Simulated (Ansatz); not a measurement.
This geometry of C3H9NSi (14 atoms, charge 0, multiplicity 1) is a first-order saddle point.

Computed with RKS r2SCAN-D4/def2-SVP (Ansatz 0.2.0).

```xyz
14
Properties=species:S:1:pos:R:3
C -1.835 1.003 -0.384
C -0.799 0.341 0.475
C 0.353 -0.181 -0.031
N 0.659 -0.143 -1.375
Si 1.587 -0.988 1.129
H -2.683 1.373 0.209
H -1.424 1.870 -0.938
H -2.248 0.313 -1.146
H -0.973 0.272 1.552
H 1.517 -0.530 -1.737
H 0.026 0.278 -2.042
H 1.066 -0.925 2.523
H 2.915 -0.298 1.054
H 1.826 -2.415 0.741
```

Question: Which two structures does it join? (They come from a converged band through this point; their orientation in space is the band's.)

Answer: No bond is made or broken. The height of N4 over the plane of its neighbours goes from -0.26 to 0.26 Å. The two ends are copies of one structure, up to a mirror image or an exchange of like atoms. The height can change sign by an inversion or by a turn that exchanges like atoms.

Image 0:

```xyz
14
Properties=species:S:1:pos:R:3
C -1.897 0.885 -0.417
C -0.847 0.226 0.426
C 0.373 -0.157 -0.035
N 0.761 -0.041 -1.369
Si 1.571 -1.035 1.115
H -2.621 1.438 0.200
H -1.461 1.610 -1.130
H -2.474 0.158 -1.019
H -1.091 0.013 1.471
H 1.750 0.121 -1.534
H 0.180 0.558 -1.951
H 1.078 -0.932 2.518
H 2.925 -0.399 1.009
H 1.740 -2.475 0.744
```

Image 8:

```xyz
14
Properties=species:S:1:pos:R:3
C -1.764 1.136 -0.383
C -0.722 0.466 0.462
C 0.343 -0.213 -0.041
N 0.622 -0.298 -1.404
Si 1.615 -0.951 1.127
H -2.686 1.323 0.186
H -1.423 2.113 -0.778
H -2.043 0.521 -1.259
H -0.811 0.552 1.549
H 1.086 -1.145 -1.713
H -0.133 -0.031 -2.031
H 1.088 -0.919 2.520
H 2.917 -0.215 1.064
H 1.899 -2.368 0.728
```

Question: How far does it lie above each of them?

Answer: 0.034 eV above the first and 0.034 eV above the second. This is the barrier of this one path; another mechanism may lie lower.

Time of the run: 97 s on 2 threads of Intel(R) Xeon(R) 6975P-C (Granite Rapids), with other jobs on the host, peak memory 0.2 GiB.
